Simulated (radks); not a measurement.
Results of a calculation; reference values are marked as such.
Spherical quantum dot in the effective-mass picture: electrons in a well V = -V0 / (1 + exp((r - R)/a)) with V0 = 58.2, R = 1.31, a = 0.15, all in effective atomic units (hartree* = m*/eps^2 hartree, bohr* = eps/m* bohr), one dielectric constant everywhere. Level of theory: non-relativistic Kohn-Sham, exchange-only LDA, spin-polarised, spherical densities (a radial shooting solver with Libxc functionals). Levels are named by radial order and angular momentum (1s, 1p, 1d, 2s, ...), and open shells are averaged over m.

N = 23, configuration 1s2 1p6 1d10 2s2 1f(up 3, down 0). This is the lowest configuration that the search found. Occupied and some empty levels:

level    occupation  eigenvalue (hartree*)  <r> (bohr*)
1s up             1                -28.151       0.7045
1s down           1                -28.054       0.7017
1p up             3                -25.560       0.8015
1p down           3                -25.441       0.8001
1d up             5                -22.006       0.8723
1d down           5                -21.873       0.8717
2s up             1                -19.254       0.6826
2s down           1                -19.179       0.6837
1f up             3                -17.691       0.9303
1f down           0                -17.552       0.9301
2p up             0                -14.244       0.7873
2p down           0                -14.161       0.7875
1g up             0                -12.741       0.9811
1g down           0                -12.601       0.9812
2d up             0                -8.8663       0.8745
2d down           0                -8.7753       0.8746

Energy (hartree*): total -797.997, kinetic 168.33, external -1227.3, Hartree 286.37, exchange-correlation -25.445.
